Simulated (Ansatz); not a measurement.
Computed with Ansatz.

A structure relaxed at PBE0-D4/def2-TZVP, charge 0, multiplicity 1:

Cartesian coordinates in Å:
```
C -0.202 0.455 1.377
N -0.010 -0.428 0.512
B 0.503 -0.424 -0.819
O -0.287 -0.409 -1.922
F 1.812 -0.544 -1.014
H -0.608 0.189 2.359
H 0.015 1.521 1.223
H -1.222 -0.359 -1.715
```

(1) Give its formula and SMILES.

(2) Summarise the bond lengths by kind.

## Answers

(1) CH3BFNO, `C=NB(O)F`.

(2) 1 × C–N 1.251 Å; 2 × C–H 1.095 to 1.099 Å; 1 × B–N 1.426 Å; 1 × B–O 1.356 Å; 1 × B–F 1.330 Å; 1 × H–O 0.959 Å.
